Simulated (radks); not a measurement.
Results of a calculation; reference values are marked as such.
Mean orbital radii <r> (bohr) of the molybdenum ion Mo+, [Kr] 4d5, at several levels of relativity; Dirac values are averaged over j with weights 2j + 1. Spin-unpolarised spherical Kohn-Sham, PBE, point nucleus unless stated (finite: rms radius 4.4091 fm), a radial shooting solver on a logarithmic mesh with Libxc functionals. A level marked "c x" has the speed of light scaled by that factor and shares open shells by 2j + 1; other Dirac levels either fill j = l - 1/2 first or share by 2j + 1.

shell  non-rel.  scalar-rel., finite nucleus  Dirac, 2j+1 shares  Dirac, c x 3  change of magnitude, last against first (%)
1s      0.03630                      0.03517             0.03516       0.03618                                        -0.34
2s       0.1587                       0.1537              0.1534        0.1581                                        -0.37
2p       0.1360                       0.1339              0.1338        0.1358                                        -0.18
3s       0.4407                       0.4289              0.4287        0.4394                                        -0.30
3p       0.4357                       0.4306              0.4304        0.4351                                        -0.14
3d       0.4145                       0.4153              0.4153        0.4146                                        +0.02
4s        1.137                        1.109               1.109         1.134                                        -0.27
4p        1.250                        1.239               1.239         1.249                                        -0.10
4d        1.869                        1.892               1.893         1.872                                        +0.14
